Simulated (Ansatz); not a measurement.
Mulliken charges of CH₄BFN₂, SMILES `N=C(N)BF` from ωB97M-V/def2-TZVPP in Ansatz (PBE0-D4/def2-TZVP geometry).

| atom | x (Å) | y (Å) | z (Å) | charge (e) |
| --- | --- | --- | --- | --- |
| N1 | -0.560 | 1.365 | 0.616 | -0.289 |
| C2 | -0.090 | 0.269 | 0.152 | 0.123 |
| N3 | 0.317 | -0.823 | 0.875 | -0.231 |
| B4 | 0.084 | 0.137 | -1.413 | 0.239 |
| F5 | -0.199 | 1.152 | -2.189 | -0.188 |
| H6 | -0.640 | 1.348 | 1.635 | 0.080 |
| H7 | 0.116 | -0.883 | 1.859 | 0.117 |
| H8 | 0.507 | -1.687 | 0.399 | 0.135 |
| H9 | 0.466 | -0.878 | -1.934 | 0.014 |

By hand: the dipole of these point charges (1 e Å = 4.8032 D).

Σ q r = (0.172, -0.591, 0.087) e Å, of length 0.622 e Å = 2.99 D.

How does the dipole of the full density compare? (An estimate is asked.)

The calculation gave: (0.158, -0.745, 0.375) e Å, 4.08 D; the point charges give 0.73 times that, at 19° from its direction.

Point charges leave out the atoms' own dipoles, such as those of lone pairs, and Mulliken's split depends on the basis, so the two needn't agree.
